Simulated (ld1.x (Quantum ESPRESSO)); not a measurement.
# u(r) = r·R(r): atom against pseudo-atom (Be)

Columns: radius, all-electron u(r) and pseudo u(r) of the 2p shell (level -9.73 eV) of beryllium in the configuration 1s2 2s1 2p0; revPBE, scalar-relativistic, TM scheme, ld1.x (Quantum ESPRESSO) 7.5.

```csv
r (bohr),all-electron,pseudo
0.198,0.0569,0.0199
0.395,0.1642,0.0769
0.593,0.2769,0.1641
0.790,0.3774,0.2696
0.988,0.4606,0.3813
1.185,0.5245,0.4849
1.383,0.5739,0.5704
1.580,0.6074,0.6299
1.778,0.6247,0.6620
1.975,0.6272,0.6683
2.173,0.6170,0.6541
2.370,0.5969,0.6257
2.568,0.5694,0.5888
2.765,0.5373,0.5486
2.963,0.5023,0.5077
3.160,0.4663,0.4683
3.358,0.4301,0.4307
3.555,0.3950,0.3950
3.753,0.3609,0.3609
3.950,0.3287,0.3287
4.148,0.2981,0.2981
4.345,0.2696,0.2696
4.542,0.2430,0.2430
4.740,0.2182,0.2182
4.938,0.1954,0.1954
5.135,0.1745,0.1745
```

How many radial nodes do the two functions have?

The all-electron 2p function has n − l − 1 = 0; the pseudo-wave has 0.

At about which radius was the pseudo-wave matched?

3.95 bohr. The columns agree to 0.0005 from 3.56 bohr on; several derivatives are matched, so the curves merge somewhat inside the radius.

Is the pseudo-wave norm-conserving?

Yes: the TM scheme keeps the norm inside the radius equal to the all-electron one, which fixes the energy derivative of the logarithmic derivative at the level.
